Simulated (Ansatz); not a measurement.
Conformers of CH₆OSSn, SMILES `C[O][SnH2][SH]`, each relaxed with PBE0-D4/def2-TZVP in Ansatz. CBS adds the triple-zeta coupled-cluster correction to the MP2 limit.

Elements past krypton have def2 core potentials. Outer-core shells of Sn are correlated without core-valence functions. Spin–orbit coupling is left out.

Not all of them had a frequency check.

Conformer A:

Cartesian coordinates in Å:
```
C -0.539 -1.694 -0.009
O 0.433 -0.739 0.333
Sn 0.349 1.051 -0.476
S 1.619 2.463 0.962
H -0.450 -2.536 0.684
H -0.403 -2.083 -1.027
H -1.565 -1.306 0.070
H -1.310 1.461 -0.516
H 1.123 1.036 -1.994
H 0.743 2.348 1.974
```

Conformer B:

Cartesian coordinates in Å:
```
C -0.720 -0.369 1.430
O -1.172 0.357 0.315
Sn -0.100 0.383 -1.327
S 2.114 1.129 -0.783
H -0.657 -1.449 1.230
H 0.264 -0.028 1.778
H -1.434 -0.223 2.245
H -0.876 1.534 -2.300
H -0.007 -1.212 -1.927
H 2.587 -0.123 -0.662
```

Problem. Which is lowest in electronic energy at CCSD(T)/CBS (frozen core, def2 sets), and by how much? (An estimate is asked.)

Solution. The calculation gave: B; A lies 5.9 kJ/mol higher.

Problem. Give the energies relative to B (kJ/mol) with ωB97X-V/def2-TZVPP, ωB97M-V/def2-TZVPP, B2PLYP/def2-TZVPP, MP2/def2-TZVPP, CCSD/def2-TZVPP, CCSD(T)/def2-TZVPP, HF/def2-QZVPP. (Estimate.)

Solution. Ansatz gave: 
| level | A |
| --- | --- |
| ωB97X-V/def2-TZVPP | 5.8 |
| ωB97M-V/def2-TZVPP | 6.1 |
| B2PLYP/def2-TZVPP | 5.4 |
| MP2/def2-TZVPP | 6.0 |
| CCSD/def2-TZVPP | 5.3 |
| CCSD(T)/def2-TZVPP | 5.7 |
| HF/def2-QZVPP | 3.6 |
